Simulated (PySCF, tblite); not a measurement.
Isomers of [C6H10O]+ (charge +1 and doublet state), one GFN2-xTB conformer each. Single-point energies are computed at B3LYP/pcH-1 (PySCF, gas phase, no added dispersion term), electronic only. GFN2-xTB treats the open shell by occupation alone, and not every SCF solution was tested for stability.

```tsv
SMILES	GFN2-xTB relative energy (kJ/mol)
[CH2+][CH][C@@H]1C[C@H]1OC	0.0
[CH2+][CH][C@H](C=O)CC	39.9
```

Conformers: `[CH2+:1][CH:2][C@@H:3]1[CH2:4][C@H:5]1[O:6][CH3:7]` (charge +1 and doublet state) with H–C1–C2–C3 176° and -3°, C1–C2–C3–C4 -166°, C4–C5–O6–C7 -175°; `[CH2+:1][CH:2][C@H:3]([CH:4]=[O:5])[CH2:6][CH3:7]` (charge +1 and doublet state) with H–C1–C2–C3 -13° and 170°, C1–C2–C3–C4 47°, C2–C3–C4–O5 -68°, C2–C3–C6–C7 54°.

Q: What does B3LYP/pcH-1 give for the same structures?

A: 
```csv
SMILES,B3LYP/pcH-1 E (Eh),B3LYP/pcH-1 (kJ/mol),GFN2-xTB (kJ/mol),point group
[CH2+][CH][C@@H]1C[C@H]1OC,-309.55047,0.0,0.0,C1
[CH2+][CH][C@H](C=O)CC,-309.53959,28.6,39.9,C1
```

Both levels put the same isomer lowest. As drawn, the lower has a three-membered ring, which the higher lacks.

Q: What happens when harmonic zero-point energies from GFN2-xTB frequencies are added?

A: 
```tsv
SMILES	ZPE (kJ/mol)	electronic (kJ/mol)	with ZPE (kJ/mol)
[CH2+][CH][C@@H]1C[C@H]1OC	369.2	0.0	0.0
[CH2+][CH][C@H](C=O)CC	367.4	28.6	26.7
```

The zero-point energies span 1.8 kJ/mol. The order is unchanged.

Q: As an exercise, what shares would exp(−E/RT) give at 1000 K from these electronic energies alone (no entropy, no degeneracies)?

A: RT = 8.314 kJ/mol: [CH2+][CH][C@@H]1C[C@H]1OC 96.9 %, [CH2+][CH][C@H](C=O)CC 3.1 %.
